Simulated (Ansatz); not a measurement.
Geometry optimisation, RKS B3LYP/def2-mTZVP (Ansatz).

input.yaml

```yaml
crystal:
  periodic: [false, false, false]
  atoms:
    - { symbol: Zn, position_ang: [0.0, 0.0, 0.0] }
    - { symbol: Cl, position_ang: [0.0, 0.0, 2.59] }
    - { symbol: Cl, position_ang: [0.0, 0.0, -2.24] }
    - { symbol: H, position_ang: [-1.7746, 0.0, 0.5897] }
    - { symbol: H, position_ang: [-1.5103, 0.0, 1.5637] }
basis:
  gaussian: { orbitals: def2-mTZVP }
hamiltonian:
  xc: b3lyp
relax:
  f_tol: 0.15
  max_steps: 25
  restrain:
    - { distance: [0, 3], at: 1.57, k: 30.0 }
    - { distance: [4, 1], at: 1.37, k: 30.0 }
    - { distance: [0, 1], at: 3.44, k: 30.0 }
    - { distance: [4, 3], at: 1.86, k: 30.0 }
```

Command:

```bash
$ ansatz run input.yaml --threads 2 --pin off --max-ram 3072MiB --backend cpu --events-out ev --progress --plain --runs-dir out
```

Problem. Where does it end, and by what steps?

Solution. The forces met the threshold. The restraints hold the end off the free minimum; the threshold counts their pulls, which the force column leaves out. Restrained pairs: Zn1–H4 (1.87 → 1.56 Å), Cl2–H5 (1.83 → 1.34 Å), Zn1–Cl2 (2.59 → 3.44 Å), H4–H5 (1.01 → 1.86 Å). After 8 steps the energy has fallen by 0.899 eV (the restraints' own energy left out); Zn1 moved furthest, 1.06 Å.

| step | energy less start (eV) | largest force component (eV/Å) | accepted |
| --- | --- | --- | --- |
| 0 | 0.0000 | 2.560 | yes |
| 1 | 0.5861 | 1.574 | yes |
| 2 | 0.4049 | 2.324 | yes |
| 3 | -0.2403 | 1.317 | yes |
| 4 | -0.6053 | 0.958 | yes |
| 5 | -0.7815 | 0.921 | yes |
| 6 | -0.8737 | 0.909 | yes |
| 7 | -0.9006 | 0.762 | yes |
| 8 | -0.8987 | 0.796 | yes |

```xyz
5
Properties=species:S:1:pos:R:3
Zn -0.873 0.000 -0.601
Cl 0.086 0.000 2.705
Cl 0.617 0.000 -2.110
H -2.027 0.000 0.450
H -1.088 0.000 2.058
```

Run time: 20 s on 2 threads of Arm Neoverse V1 (shared host), peak memory 0.18 GiB.
